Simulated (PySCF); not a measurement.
# Structure from NMR data

Molecular formula: C3H10N2OSi3. Simulated spectra:

¹H NMR (600 MHz, computed): δ 8.58 (m, 1H), 8.52 (m, 1H), 7.47 (m, 1H), 7.46 (m, 1H), 5.36 (m, 1H), 5.35 (m, 1H), 5.33 (m, 1H), 5.29 (m, 1H), 5.15 (m, 1H), 0.44 (br s, 1H).

¹³C{¹H} NMR (computed): δ 174.2 (CH2), 160.6 (CH), 156.5 (CH).

[PySCF: GFN2-xTB geometry; NMR shieldings at PBE0/pcSseg-1/GIAO; one computed conformer; relativity neglected; no solvent]

References, each an isolated molecule treated in the same way: TMS for ¹H (31.72 ppm) and ¹³C (186.93 ppm).

**Question.** Propose a structure and justify it.

**Answer.** 
Rings plus π bonds: 3 (1 ring in the answer). 3 carbon signals for 3 carbons: no two carbons are equivalent. Carbon types of the structure: 2 × CH, 1 × CH2, leaving 6 H on heteroatoms. δC 174.2: C=N carbon. δC 160.6, 156.5: alkene CH; as expected for a trigonal carbon in a double bond. δH 8.58, 8.52: hydrogen on a C=N carbon. δH 7.47, 7.46: hydrogen on an alkene CH; attached to an sp2 carbon and in the plane of the double bond. δH 5.36: hydrogen on a silicon bonded to C, N, O, in a 5-membered ring. δH 5.29, 5.15: hydrogen on a silicon bonded to C, N, in a 5-membered ring. δH 0.44: hydrogen on a nitrogen bonded to 2 Si, in a 5-membered ring; exchangeable, gas-phase position.

These data were computed for `C=N[SiH2]O[Si@H]1C=C[SiH2]N1`.

The shifts were computed for this structure.

OH and NH positions are those of a molecule without intermolecular hydrogen bonds; in solution they move with solvent, concentration and temperature, and exchange usually removes their couplings. Shifts are as computed. Against solution values, carbons near 30 ppm lie about +3 ppm off and those near 130 ppm about +5 ppm. Of 1309 compounds with measured shifts, 239 miss one by over three times the rms of a fit or turn the order of signals round; such compounds aren't used in these exercises. No couplings were computed; multiplicities are counted from neighbouring protons, with m where these are inequivalent, close in shift, in a saturated or five-membered ring or joined by F or P, and br s for small geminal =CH2 splittings.
